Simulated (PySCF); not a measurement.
CH3Cl, charge +1, doublet, at a GFN2-xTB geometry (a state made from the parent by changing its charge; the spin is typed, not shown lowest). Base run: PySCF with CAMB3LYP/def2-SV(P).

PySCF was given this input:
```python
from pyscf import gto, scf, dft

mol = gto.Mole()
mol.atom = '''
    C    -1.082671   -0.021148   -0.031958
    Cl    0.640655    0.012514    0.018911
    H    -1.428599   -0.674423   -0.850335
    H    -1.486111   -0.405169    0.919851
    H    -1.480403    0.993740   -0.199249
'''
mol.basis = 'def2-sv(p)'
mol.charge = 1
mol.spin = 1
mol.verbose = 4
mol.build()

mf = dft.UKS(mol)
mf.xc = 'camb3lyp'
mf.kernel()
mf.analyze()
```

Variants of this job, named by their change:

```
change                                   E (Eh)  HOMO (eV)  <S^2>  core-seconds (rough)        outcome
-----------------------------------  ----------  ---------  -----  --------------------  -------------
base                                 -499.49519     -18.22  0.753                     5      converged
functional = pbe0                    -499.30876     -16.81  0.753                     9      converged
functional = x3lyp                   -499.45541     -16.55  0.753                     8      converged
functional = b3lyp; dispersion = d4  -499.53025     -16.50  0.752                    10      converged
functional = b3lyp                   -499.52805     -16.50  0.752                    10      converged
functional = scan                    -499.51839     -15.65  0.753                    10      converged
functional = lda,vwn                          -          -      -                     -  not converged
functional = r2scan                  -499.45277     -15.62  0.753                    10      converged
functional = wb97x_v                 -499.42607     -19.35  0.753                    50      converged
functional = b3lyp5                  -499.43343     -16.40  0.752                     9      converged
functional = bp86                    -499.55706     -15.34  0.751                     6      converged
functional = pbe                     -499.26824     -15.22  0.752                     4      converged
functional = m062x                   -499.46518     -18.16  0.752                     5      converged
```

Total energies compare only within one method and basis.

Open shells are given as the SCF converged; they aren't shown to be the lowest states, and a large step between rows can be another state.
